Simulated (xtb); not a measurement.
BeF2, charge -1, doublet, at a GFN2-xTB geometry (such geometries of metal compounds can be far from the true shape) (a state made from the parent by changing its charge; the spin is typed, not shown lowest); GFN0-xTB (xtb).

The xtb input:
```
$ xtb mol.xyz --gfn 0 --chrg -1 --uhf 1 --opt --json

# file mol.xyz
3

Be    -0.26584289     0.31847142    -0.60610142
F      1.28442678    -0.09003241    -0.41288386
F     -1.16627438    -0.05151045     0.68226227
```

### Question
Predict the main parts of the log of this xtb run.

### Answer

```
   ID    Z sym.   atoms
    1    4 Be     1
    2    9 F      2, 3

           -------------------------------------------------
          |                Calculation Setup                |
           -------------------------------------------------

           -------------------------------------------------
          |                 G F N 0 - x T B                 |
           -------------------------------------------------

          ...................................................
          :                      SETUP                      :
          :.................................................:
          :  # basis functions                  12          :
          :  # atomic orbitals                  12          :
          :  # shells                            6          :
          :  # electrons                        17          :
          :  electronic temp.          300.0000000     K    :
          :  accuracy                    1.0000000          :
          :  -> integral cutoff          0.2500000E+02      :
          :  -> integral neglect         0.1000000E-07      :
          ...................................................

         :::::::::::::::::::::::::::::::::::::::::::::::::::::
         ::                     SUMMARY                     ::
         :::::::::::::::::::::::::::::::::::::::::::::::::::::
         :: total energy              -9.928836451266 Eh    ::
         :: gradient norm              0.025462705979 Eh/a0 ::
         :: HOMO-LUMO gap              4.245923086867 eV    ::
         ::.................................................::
         :: H0 energy                 -8.796901602145 Eh    ::
         :: repulsion energy           0.007720566665 Eh    ::
         :: electrostat energy        -1.139318493721 Eh    ::
         :: -> Gsolv                   0.000000000000 Eh    ::
         ::    -> Gsasa                0.000000000000 Eh    ::
         ::    -> Gshift               0.000000000000 Eh    ::
         :: dispersion energy         -0.000336922065 Eh    ::
         :: short-range corr.          0.000000000000 Eh    ::
         :: add. restraining           0.000000000000 Eh    ::
         :: total charge              -1.000000000000 e     ::
         :::::::::::::::::::::::::::::::::::::::::::::::::::::

      -----------------------------------------------------------
     |                   =====================                   |
     |                        A N C O P T                        |
     |                   =====================                   |
     |               Approximate Normal Coordinate               |
     |                Rational Function Optimizer                |
      -----------------------------------------------------------
      -----------------------------------------------------------
     |                   =====================                   |
     |                        A N C O P T                        |
     |                   =====================                   |
     |               Approximate Normal Coordinate               |
     |                Rational Function Optimizer                |
      -----------------------------------------------------------

          ...................................................
          :                      SETUP                      :
          :.................................................:
          :   optimization level            normal          :
          :   max. optcycles                   200          :
          :   ANC micro-cycles                  20          :
          :   degrees of freedom                 3          :
          :.................................................:
          :   RF solver                   davidson          :
          :   write xtbopt.log                true          :
          :   linear?                        false          :
          :   energy convergence         0.5000000E-05 Eh   :
[...]
 * total energy  :    -9.9288365 Eh     change        0.0000000E+00 Eh
 * total energy  :    -9.9354378 Eh     change       -0.6601352E-02 Eh
 * total energy  :    -9.9362246 Eh     change       -0.7868392E-03 Eh
 * total energy  :    -9.9370071 Eh     change       -0.7824595E-03 Eh
 * total energy  :    -9.9370716 Eh     change       -0.6449421E-04 Eh
 * total energy  :    -9.9370734 Eh     change       -0.1755913E-05 Eh
   *** GEOMETRY OPTIMIZATION CONVERGED AFTER 6 ITERATIONS ***
[...]

         :::::::::::::::::::::::::::::::::::::::::::::::::::::
         ::                     SUMMARY                     ::
         :::::::::::::::::::::::::::::::::::::::::::::::::::::
         :: total energy              -9.937073352048 Eh    ::
         :: gradient norm              0.000415796868 Eh/a0 ::
         :: HOMO-LUMO gap              4.629940297688 eV    ::
         ::.................................................::
         :: H0 energy                 -8.816472662945 Eh    ::
         :: repulsion energy           0.012059132372 Eh    ::
         :: electrostat energy        -1.132320947496 Eh    ::
         :: -> Gsolv                   0.000000000000 Eh    ::
         ::    -> Gsasa                0.000000000000 Eh    ::
         ::    -> Gshift               0.000000000000 Eh    ::
         :: dispersion energy         -0.000338873978 Eh    ::
         :: short-range corr.          0.000000000000 Eh    ::
         :: add. restraining           0.000000000000 Eh    ::
         :: total charge              -1.000000000000 e     ::
         :::::::::::::::::::::::::::::::::::::::::::::::::::::

           -------------------------------------------------
          |                Property Printout                |
           -------------------------------------------------

    * Orbital Energies and Occupations

         #    Occupation            Energy/Eh            Energy/eV
      -------------------------------------------------------------
         1        2.0000           -0.8131863             -22.1279
         2        2.0000           -0.8011858             -21.8014
         3        2.0000           -0.4468772             -12.1601
         4        2.0000           -0.4436803             -12.0732
         5        2.0000           -0.4425710             -12.0430
         6        2.0000           -0.4417906             -12.0217
         7        2.0000           -0.4394707             -11.9586
         8        2.0000           -0.4349124             -11.8346
         9        1.0000           -0.2891240              -7.8675 (HOMO)
        10                         -0.1189768              -3.2375 (LUMO)
        11                          0.2676659               7.2836
        12                          0.4192120              11.4073
      -------------------------------------------------------------
                  HL-Gap            0.1701472 Eh            4.6299 eV
             Fermi-level            0.0000000 Eh            0.0000 eV

     #   Z          covCN         q      C6AA      α(0)
     1   4 Be       1.332    -0.191    84.972    23.097
     2   9 F        0.666    -0.405    13.645     4.257
     3   9 F        0.666    -0.405    13.645     4.257

 Mol. C6AA /au·bohr⁶  :        245.606835
 Mol. C8AA /au·bohr⁸  :       7648.200983
 Mol. α(0) /au        :         31.611517

Wiberg/Mayer (AO) data.
largest (>0.10) Wiberg bond orders for each atom

 ---------------------------------------------------------------------------
     #   Z sym  total        # sym  WBO       # sym  WBO       # sym  WBO
 ---------------------------------------------------------------------------
     1   4 Be   1.196 --     3 F    0.598     2 F    0.598
     2   9 F    0.604 --     1 Be   0.598
     3   9 F    0.604 --     1 Be   0.598
 ---------------------------------------------------------------------------

Topologies differ in total number of bonds
Writing topology from bond orders to xtbtopo.mol

 dipole moment from electron density (au)
     X       Y       Z
  -0.2354   0.2821  -0.5368  total (Debye):    1.653

optimized geometry written to: xtbopt.xyz

           -------------------------------------------------
          | TOTAL ENERGY               -9.937073352048 Eh   |
          | GRADIENT NORM               0.000415796868 Eh/α |
          | HOMO-LUMO GAP               4.629940297688 eV   |
           -------------------------------------------------

normal termination of xtb
```
